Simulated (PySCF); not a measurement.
HCl3Ge, charge -1, doublet, geometry from GFN2-xTB (a state made from the parent by changing its charge; the spin is typed, not shown lowest); CAMB3LYP/cc-pVDZ run with PySCF.

Input for PySCF:
```python
from pyscf import gto, scf, dft

mol = gto.Mole()
mol.atom = '''
    Ge    0.18961606    0.14465705    0.11687467
    Cl   -0.81013033    2.36575078   -0.06066118
    Cl    2.01410151   -1.47877166    0.11574629
    Cl   -1.55983724   -1.16332174   -0.38022513
    H    -0.01799083    0.06879887    1.78739072
'''
mol.basis = 'cc-pvdz'
mol.charge = -1
mol.spin = 1
mol.verbose = 4
mol.build()

mf = dft.UKS(mol)
mf.xc = 'camb3lyp'
mf.kernel()
```

### Question
Predict the main parts of the log of this PySCF run.

### Answer

```
PySCF version 2.14.0

[INPUT] verbose = 4
[INPUT] num. atoms = 5
[INPUT] num. electrons = 85
[INPUT] charge = -1
[INPUT] spin (= nelec alpha-beta = 2S) = 1
[INPUT] symmetry False subgroup None
[INPUT] Mole.unit = angstrom
[INPUT] Symbol           X                Y                Z      unit          X                Y                Z       unit  Magmom
[INPUT]  1 Ge     0.189616060000   0.144657050000   0.116874670000 AA    0.358322422219   0.273362206488   0.220861117199 Bohr   0.0
[INPUT]  2 Cl    -0.810130330000   2.365750780000  -0.060661180000 AA   -1.530924448904   4.470621053176  -0.114633016593 Bohr   0.0
[INPUT]  3 Cl     2.014101510000  -1.478771660000   0.115746290000 AA    3.806100240973  -2.794473438168   0.218728788034 Bohr   0.0
[INPUT]  4 Cl    -1.559837240000  -1.163321740000  -0.380225130000 AA   -2.947665182497  -2.198359483352  -0.718521361377 Bohr   0.0
[INPUT]  5 H     -0.017990830000   0.068798870000   1.787390720000 AA   -0.033997741454   0.130011021980   3.377678938389 Bohr   0.0

nuclear repulsion = 499.748643312548
number of shells = 24
number of NR pGTOs = 207
number of NR cGTOs = 86
basis = cc-pvdz
ecp = {}

******** <class 'pyscf.dft.uks.UKS'> ********
method = UKS
initial guess = minao
damping factor = 0
level_shift factor = 0
DIIS = <class 'pyscf.scf.diis.CDIIS'>
diis_start_cycle = 1
diis_space = 8
diis_damp = 0
SCF conv_tol = 1e-09
SCF conv_tol_grad = None
SCF max_cycles = 50
direct_scf = True
direct_scf_tol = 1e-13
number electrons alpha = 43  beta = 42
XC library pyscf.dft.libxc version 7.1.2
    S. Lehtola, C. Steigemann, M. J. T. Oliveira, and M. A. L. Marques,  SoftwareX 7, 1–5 (2018)
XC functionals = camb3lyp
    T. Yanai, D. P. Tew, and N. C. Handy,  Chem. Phys. Lett. 393, 51 (2004)
radial grids:
    Treutler-Ahlrichs [JCP 102, 346 (1995); DOI:10.1063/1.469408] (M4) radial grids

becke partition: Becke, JCP 88, 2547 (1988); DOI:10.1063/1.454033
pruning grids: <function nwchem_prune>
grids dens level: 3
symmetrized grids: False
atomic radii adjust function: <function treutler_atomic_radii_adjust>
small_rho_cutoff = 0
Set gradient conv threshold to 3.16228e-05
tot grids = 87088
init E= -3457.63265957961

cycle= 1 E= -3458.41227911284  delta_E= -0.78  |g|= 0.381  |ddm|= 1.26
cycle= 2 E= -3458.41931018797  delta_E= -0.00703  |g|= 0.388  |ddm|= 0.833
cycle= 3 E= -3458.50825561826  delta_E= -0.0889  |g|= 0.0245  |ddm|= 0.396
cycle= 4 E= -3458.50882108128  delta_E= -0.000565  |g|= 0.0102  |ddm|= 0.0511
cycle= 5 E= -3458.50899317117  delta_E= -0.000172  |g|= 0.00317  |ddm|= 0.0254
cycle= 6 E= -3458.50903842634  delta_E= -4.53e-05  |g|= 0.00132  |ddm|= 0.0176
cycle= 7 E= -3458.50904605872  delta_E= -7.63e-06  |g|= 0.000684  |ddm|= 0.00683
cycle= 8 E= -3458.50904780197  delta_E= -1.74e-06  |g|= 0.0002  |ddm|= 0.00382
cycle= 9 E= -3458.50904793433  delta_E= -1.32e-07  |g|= 5.64e-05  |ddm|= 0.00114
cycle= 10 E= -3458.50904794256  delta_E= -8.23e-09  |g|= 1.64e-05  |ddm|= 0.000248
cycle= 11 E= -3458.5090479434  delta_E= -8.44e-10  |g|= 8.08e-06  |ddm|= 8.48e-05
Extra cycle  E= -3458.50904794351  delta_E= -1.04e-10  |g|= 5.5e-06  |ddm|= 2.42e-05
converged SCF energy = -3458.50904794351  <S^2> = 0.755352  2S+1 = 2.0053449
```
